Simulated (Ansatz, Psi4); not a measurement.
Input for Psi4:
```
memory 2 GB

molecule mol {
1 2
Al    0.165827    0.133263    0.005304
C    -1.494241   -1.159365   -0.060576
H    -1.154082   -1.983888   -0.700429
H    -2.282821   -0.524744   -0.485238
H    -1.633589   -1.452510    0.988070
F    -0.155471    1.613635   -0.578320
F     1.475492   -0.593089    0.632998
}

set {
  basis def2-svpd
  reference uks
  scf_type pk
  puream true
  d_convergence 1e-8
  dft_radial_points 99
  dft_spherical_points 590
}

energy('pbe0')
print_variables()
```

**Question.** Give the equivalent Ansatz (a program for electronic structure) input.

**Answer.** One answer among several that fit: 
Ansatz 0.2 input:
```yaml
crystal:
  periodic: [false, false, false]
  atoms:
    - {symbol: Al, position_ang: [0.16582743, 0.13326291, 0.00530415]}
    - {symbol: C, position_ang: [-1.49424149, -1.15936547, -0.06057599]}
    - {symbol: H, position_ang: [-1.15408154, -1.98388762, -0.70042866]}
    - {symbol: H, position_ang: [-2.28282133, -0.52474443, -0.48523813]}
    - {symbol: H, position_ang: [-1.63358931, -1.45251016, 0.98807008]}
    - {symbol: F, position_ang: [-0.15547099, 1.61363510, -0.57832043]}
    - {symbol: F, position_ang: [1.47549151, -0.59308873, 0.63299806]}
basis:
  gaussian:
    orbitals: def2-SVPD
hamiltonian:
  xc: pbe0
total_charge: 1
magnetization: {spin_polarized: true, initial_magnetization: 1}
accuracy: high
```

Both were run: Psi4 gave -481.183081 Eh and Ansatz -481.183080 Eh, 0.001 mEh apart.
